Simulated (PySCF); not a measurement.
Geometries of 4 isomers of C5H4F4O2, from PySCF, PBE0-D3(BJ)/def2-SVP geometry optimisation, gas phase. One conformer each, no zero-point energy, no frequencies.

Question: Which is lowest in electronic energy at this level?
A.
```xyz
15
angstrom
F      4.341    0.150    0.892
C      3.073   -0.250    0.843
C      2.185    0.411    0.103
O      0.895    0.000    0.041
C      0.027    0.750   -0.667
C     -1.226    0.342   -0.874
F     -2.092    1.098   -1.545
O     -1.718   -0.847   -0.493
C     -2.627   -0.833    0.547
F     -3.120   -2.060    0.628
F     -2.005   -0.538    1.694
H      2.844   -1.137    1.439
H      2.471    1.293   -0.479
H      0.368    1.701   -1.083
H     -3.438   -0.103    0.382
```
B.
```xyz
15
angstrom
O      1.540   -0.082    1.795
C      1.064   -0.284    0.715
C     -0.423   -0.394    0.478
O     -0.791   -1.076   -0.707
C     -1.571    0.027   -1.175
C     -1.132    0.893    0.004
F     -2.125    1.325    0.820
C      1.974   -0.374   -0.532
F      1.505    0.442   -1.488
F      3.205    0.001   -0.237
F      2.006   -1.610   -1.009
H     -0.888   -0.799    1.395
H     -2.653   -0.185   -1.164
H     -1.260    0.362   -2.177
H     -0.473    1.741   -0.237
```
C.
```xyz
15
angstrom
F      4.657    0.480   -0.477
C      3.533    0.307    0.212
C      2.391    0.031   -0.417
O      1.246   -0.156    0.284
C      0.108   -0.375   -0.405
C     -1.067   -0.481    0.216
F     -1.209   -0.335    1.527
O     -2.202   -0.818   -0.425
C     -3.173    0.161   -0.495
F     -4.287   -0.438   -0.888
F     -2.828    1.073   -1.413
H      3.634    0.407    1.295
H      2.347   -0.059   -1.507
H      0.155   -0.489   -1.490
H     -3.326    0.668    0.473
```
D.
```xyz
15
angstrom
O     -1.651    1.469   -2.187
C     -1.537    0.737   -1.267
O     -2.426   -0.198   -0.807
C     -1.515   -0.672    0.175
F     -1.087   -1.908   -0.143
C     -0.515    0.436   -0.177
C      0.891    0.064   -0.585
C      1.803   -0.084    0.607
F      1.328   -0.985    1.475
F      1.928    1.071    1.271
F      3.020   -0.474    0.237
H     -1.966   -0.696    1.177
H     -0.511    1.250    0.565
H      1.311    0.846   -1.234
H      0.902   -0.883   -1.142
```

Answer: D. That is `O=C1O[C@@H](F)[C@H]1CC(F)(F)F`, 42.8 kcal/mol below the next.

```json
{"SMILES": "O=C1O[C@@H](F)[C@H]1CC(F)(F)F", "atoms numbered as above": "[O:1]=[C:2]1[O:3][C@@H:4]([F:5])[C@H:6]1[CH2:7][C:8]([F:9])([F:10])[F:11]", "E (Eh)": "-741.47054", "relative (kcal/mol)": "0.0", "relative (kJ/mol)": "0.0", "dipole (D)": "1.61"}
{"SMILES": "O=C([C@@H]1OC[C@H]1F)C(F)(F)F", "atoms numbered as above": "[O:1]=[C:2]([C@@H:3]1[O:4][CH2:5][C@H:6]1[F:7])[C:8]([F:9])([F:10])[F:11]", "E (Eh)": "-741.40234", "relative (kcal/mol)": "42.8", "relative (kJ/mol)": "179.1", "dipole (D)": "2.30"}
{"SMILES": "F/C=C/O/C=C(\\F)OC(F)F", "atoms numbered as above": "[F:1]/[CH:2]=[CH:3]/[O:4]/[CH:5]=[C:6](\\[F:7])[O:8][CH:9]([F:10])[F:11]", "E (Eh)": "-741.36303", "relative (kcal/mol)": "67.5", "relative (kJ/mol)": "282.3", "dipole (D)": "0.47"}
{"SMILES": "F/C=C/O/C=C(/F)OC(F)F", "atoms numbered as above": "[F:1]/[CH:2]=[CH:3]/[O:4]/[CH:5]=[C:6](/[F:7])[O:8][CH:9]([F:10])[F:11]", "E (Eh)": "-741.36195", "relative (kcal/mol)": "68.1", "relative (kJ/mol)": "285.1", "dipole (D)": "1.87"}
```

As drawn, the lowest has a four-membered ring, a C=O bond and a C(=O)–O unit, which the highest lacks; the highest has a C=C bond outside aromatic rings, which the lowest lacks.
